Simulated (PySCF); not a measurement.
## Calculated data, C3H8B, C2H5BCl, C2H7OSi, C2H7Si and others

All values are calculated (PySCF 2.14.0). Calculation on a computer-drawn molecule: optimised geometry and harmonic frequencies of an isolated molecule of the commonest isotopes, restricted reference for singlets and unrestricted otherwise, frozen core in MP2.

Common to all runs: charge 0; multiplicity 2; method HF.

```yaml
- entry: 1
  formula: C3H8B
  start_structure:
    atoms_angstrom:
      - [C, 0.0863, -0.5883, 2.7243]
      - [B, 0.7125, -1.7561, 2.1026]
      - [C, 1.772, -1.5944, 0.9567]
      - [C, 2.1133, -0.1884, 0.483]
      - [H, -0.1477, 0.3372, 2.2251]
      - [H, -0.3485, -0.6089, 3.7885]
      - [H, 0.5067, -2.8316, 2.4819]
      - [H, 1.307, -2.1688, 0.1403]
      - [H, 2.7009, -2.0708, 1.2189]
      - [H, 2.8392, -0.2427, -0.3677]
      - [H, 1.1521, 0.2765, 0.0301]
      - [H, 2.5381, 0.4349, 1.2726]
  given:
    basis: cc-pVDZ
    drawn_bonds_atom: [1, 2, 3, 1, 1, 2, 3, 3, 4, 4, 4]
    drawn_bonds_other_atom: [2, 3, 4, 5, 6, 7, 8, 9, 10, 11, 12]
    drawn_bonds_order: [1, 1, 1, 1, 1, 1, 1, 1, 1, 1, 1]
  results:
    optimised_atom_element: [C, B, C, C, H, H, H, H, H, H, H, H]
    "optimised_atom_x [angstrom]": [0.02077, 0.7547, 1.777, 2.079, 0.1504, -0.6749, 0.5342, 1.407, 2.709, 2.796, 1.175, 2.502]
    "optimised_atom_y [angstrom]": [-0.5633, -1.742, -1.596, -0.1965, 0.4745, -0.7081, -2.855, -2.24, -2.087, -0.2288, 0.2922, 0.449]
    "optimised_atom_z [angstrom]": [2.809, 2.13, 0.9296, 0.3899, 2.515, 3.631, 2.54, 0.1191, 1.245, -0.4339, 0.016, 1.165]
    "modes_frequency [cm^-1]": [105.1, 223.4, 244.8, 300.0, 496.7, 618.1, 737.2, 783.0, 904.6, 914.2, 1030, 1065, 1105, 1165, 1317, 1363, 1440, 1517, 1536, 1563, 1599, 1603, 2655, 3133, 3154, 3168, 3234, 3234, 3270, 3355]
    "modes_reduced_mass [dalton]": [1.441, 2.66, 1.06, 1.104, 2.257, 1.176, 1.228, 2.609, 1.381, 1.349, 1.509, 1.399, 1.753, 2.1, 1.794, 1.233, 1.864, 1.16, 1.174, 1.223, 1.048, 1.039, 1.093, 1.063, 1.095, 1.038, 1.103, 1.103, 1.056, 1.113]
    "rotational_constants [GHz]": [14.07, 4.924, 3.816]
    "total_energy [hartree]": -142.9173
    spin_squared: 0.7573
    "convergence_status_largest_gradient_component [hartree/bohr]": 4.217e-05
- entry: 2
  formula: C2H5BCl
  start_structure:
    atoms_angstrom:
      - [C, 0.6404, 1.894, -0.412]
      - [C, 0.7859, 1.3362, 0.9039]
      - [B, 2.1208, 1.2158, -0.0069]
      - [Cl, 3.4297, 2.3798, 0.184]
      - [H, 0.5578, 2.8917, -0.5616]
      - [H, 0.0617, 1.2067, -1.1049]
      - [H, 0.876, 2.0774, 1.7665]
      - [H, 0.3627, 0.4849, 1.231]
      - [H, 2.4536, 0.1738, -0.4786]
  given:
    basis: "cc-pV(D+d)Z"
    drawn_bonds_atom: [1, 2, 3, 1, 1, 2, 2, 3]
    drawn_bonds_other_atom: [2, 3, 4, 5, 6, 7, 8, 9]
    drawn_bonds_order: [1, 1, 1, 1, 1, 1, 1, 1]
  results:
    optimised_atom_element: [C, C, B, Cl, H, H, H, H, H]
    "optimised_atom_x [angstrom]": [0.1742, 0.9453, 2.39, 3.711, 0.2531, -0.2682, 0.9641, 0.4745, 2.644]
    "optimised_atom_y [angstrom]": [1.946, 1.396, 1.091, 2.253, 2.994, 1.278, 2.119, 0.4744, 0.1104]
    "optimised_atom_z [angstrom]": [-0.4022, 0.7706, 0.2186, 0.4286, -0.6617, -1.131, 1.588, 1.125, -0.4143]
    "modes_frequency [cm^-1]": [70.76, 210.9, 253.3, 343.1, 473.2, 713.5, 843.6, 866.2, 988.9, 1078, 1090, 1214, 1303, 1345, 1548, 1568, 2759, 3184, 3246, 3286, 3399]
    "modes_reduced_mass [dalton]": [3.291, 1.066, 2.323, 2.845, 1.316, 2.558, 1.281, 1.675, 1.434, 2.509, 2.666, 1.443, 1.497, 1.22, 1.125, 1.135, 1.095, 1.06, 1.104, 1.051, 1.12]
    "rotational_constants [GHz]": [16.87, 2.821, 2.69]
    "total_energy [hartree]": -562.8382
    spin_squared: 0.7651
    "convergence_status_largest_gradient_component [hartree/bohr]": 4.281e-05
- entry: 3
  formula: C2H7OSi
  start_structure:
    atoms_angstrom:
      - [C, -1.09, 1.2995, 2.806]
      - [C, -1.1375, 0.7214, 1.411]
      - [O, 0.0376, 0.2152, 0.9733]
      - [Si, 0.4536, -0.404, -0.4101]
      - [H, -0.0997, 1.3532, 3.3818]
      - [H, -1.9564, 1.615, 3.36]
      - [H, -1.886, -0.1698, 1.452]
      - [H, -1.668, 1.4089, 0.7833]
      - [H, -0.2862, -1.6549, -0.6453]
      - [H, 0.08, 0.5298, -1.5212]
      - [H, 1.9289, -0.5473, -0.1592]
  given:
    basis: "cc-pV(D+d)Z"
    drawn_bonds_atom: [1, 2, 3, 1, 1, 2, 2, 4, 4, 4]
    drawn_bonds_other_atom: [2, 3, 4, 5, 6, 7, 8, 9, 10, 11]
    drawn_bonds_order: [1, 1, 1, 1, 1, 1, 1, 1, 1, 1]
  results:
    optimised_atom_element: [C, C, O, Si, H, H, H, H, H, H, H]
    "optimised_atom_x [angstrom]": [-1.087, -1.185, 0.09636, 0.4741, -0.2706, -1.955, -1.831, -1.651, -0.2117, 0.06133, 1.935]
    "optimised_atom_y [angstrom]": [1.338, 0.7047, 0.3371, -0.3698, 1.058, 1.83, -0.1841, 1.4, -1.676, 0.4909, -0.5615]
    "optimised_atom_z [angstrom]": [2.824, 1.477, 1.032, -0.4054, 3.477, 3.245, 1.52, 0.7688, -0.5458, -1.539, -0.42]
    "modes_frequency [cm^-1]": [46.37, 118.1, 181.7, 189.6, 404.5, 462.2, 757.4, 777.3, 820.1, 987.7, 1025, 1042, 1064, 1068, 1188, 1247, 1360, 1514, 1557, 1607, 2294, 2309, 2352, 3110, 3164, 3290, 3409]
    "modes_reduced_mass [dalton]": [2.889, 1.232, 2.281, 1.28, 2.362, 1.393, 1.59, 1.193, 1.82, 1.811, 1.055, 1.073, 1.44, 1.522, 2.098, 4.643, 1.071, 1.18, 1.379, 1.082, 1.05, 1.033, 1.036, 1.067, 1.095, 1.052, 1.12]
    "rotational_constants [GHz]": [27.79, 2.668, 2.549]
    "total_energy [hartree]": -443.5956
    spin_squared: 0.7619
    "convergence_status_largest_gradient_component [hartree/bohr]": 4.808e-06
- entry: 4
  formula: C2H7Si
  start_structure:
    atoms_angstrom:
      - [C, 1.1782, -0.5797, -1.5177]
      - [C, 0.7275, -1.599, -0.6913]
      - [Si, -0.7948, -0.8826, 0.3402]
      - [H, 1.9283, 0.1292, -1.1793]
      - [H, 0.7785, -0.3952, -2.4965]
      - [H, 1.4074, -1.9242, 0.0601]
      - [H, 0.2624, -2.5134, -1.2391]
      - [H, -1.8528, -0.4572, -0.5344]
      - [H, -1.2743, -1.933, 1.2772]
      - [H, -0.273, 0.1409, 1.1269]
  given:
    basis: "cc-pV(D+d)Z"
    drawn_bonds_atom: [1, 2, 1, 1, 2, 2, 3, 3, 3]
    drawn_bonds_other_atom: [2, 3, 4, 5, 6, 7, 8, 9, 10]
    drawn_bonds_order: [1, 1, 1, 1, 1, 1, 1, 1, 1]
  results:
    optimised_atom_element: [C, C, Si, H, H, H, H, H, H, H]
    "optimised_atom_x [angstrom]": [1.253, 0.6633, -0.7811, 1.971, 0.7813, 1.421, 0.2946, -1.873, -1.314, -0.3293]
    "optimised_atom_y [angstrom]": [-0.5882, -1.601, -0.9215, 0.1365, -0.3859, -1.972, -2.47, -0.4586, -1.977, 0.2227]
    "optimised_atom_z [angstrom]": [-1.589, -0.6558, 0.3726, -1.223, -2.543, 0.04218, -1.211, -0.5176, 1.27, 1.201]
    "modes_frequency [cm^-1]": [167.1, 192.9, 242.2, 476.2, 542.6, 624.8, 759.8, 810.4, 1019, 1028, 1030, 1031, 1111, 1272, 1340, 1536, 1566, 2293, 2299, 2308, 3164, 3212, 3280, 3387]
    "modes_reduced_mass [dalton]": [1.122, 1.054, 2.288, 1.383, 1.05, 1.879, 2.043, 1.172, 1.111, 1.175, 1.098, 1.042, 2.868, 1.395, 1.207, 1.095, 1.175, 1.048, 1.051, 1.021, 1.059, 1.103, 1.052, 1.119]
    "rotational_constants [GHz]": [24.17, 5.141, 4.732]
    "total_energy [hartree]": -368.7039
    spin_squared: 0.7631
    "convergence_status_largest_gradient_component [hartree/bohr]": 2.1e-05
- entry: 5
  formula: CH5N2Si
  start_structure:
    atoms_angstrom:
      - [C, -2.3489, 1.1309, -0.4839]
      - ["N", -1.7057, 0.011, -0.4935]
      - [Si, -0.207, -0.6344, -0.4226]
      - ["N", 1.3833, -0.0293, -0.1127]
      - [H, -1.8623, 2.0841, -0.1612]
      - [H, -3.4573, 1.1378, -0.563]
      - [H, -0.0662, -2.052, -0.6854]
      - [H, 1.5339, 0.9293, 0.0851]
      - [H, 2.2169, -0.6181, -0.0998]
  given:
    basis: "cc-pV(D+d)Z"
    drawn_bonds_atom: [1, 2, 3, 1, 1, 3, 4, 4]
    drawn_bonds_other_atom: [2, 3, 4, 5, 6, 7, 8, 9]
    drawn_bonds_order: [1, 2, 1, 1, 1, 1, 1, 1]
  results:
    optimised_atom_element: [C, "N", Si, "N", H, H, H, H, H]
    "optimised_atom_x [angstrom]": [-2.116, -1.762, -0.1311, 1.045, -1.427, -3.165, -0.1145, 1.489, 1.669]
    "optimised_atom_y [angstrom]": [0.9906, -0.1124, -0.6935, 0.1861, 1.69, 1.294, -2.095, 1.001, -0.3016]
    "optimised_atom_z [angstrom]": [-0.347, -0.8526, -0.9854, -0.08139, 0.138, -0.3664, -0.516, -0.4596, 0.5334]
    "modes_frequency [cm^-1]": [142.3, 152.8, 205.4, 355.0, 421.1, 510.2, 669.8, 720.0, 835.6, 875.1, 977.0, 1170, 1302, 1542, 1678, 1691, 2314, 3174, 3264, 3777, 3869]
    "modes_reduced_mass [dalton]": [1.217, 2.389, 2.636, 1.21, 4.112, 1.081, 1.171, 7.169, 1.374, 3.165, 1.266, 1.353, 1.372, 2.487, 1.562, 1.121, 1.042, 1.049, 1.115, 1.051, 1.095]
    "rotational_constants [GHz]": [12.94, 4.286, 3.317]
    "total_energy [hartree]": -438.6033
    spin_squared: 0.8441
    "convergence_status_largest_gradient_component [hartree/bohr]": 4.314e-05
```
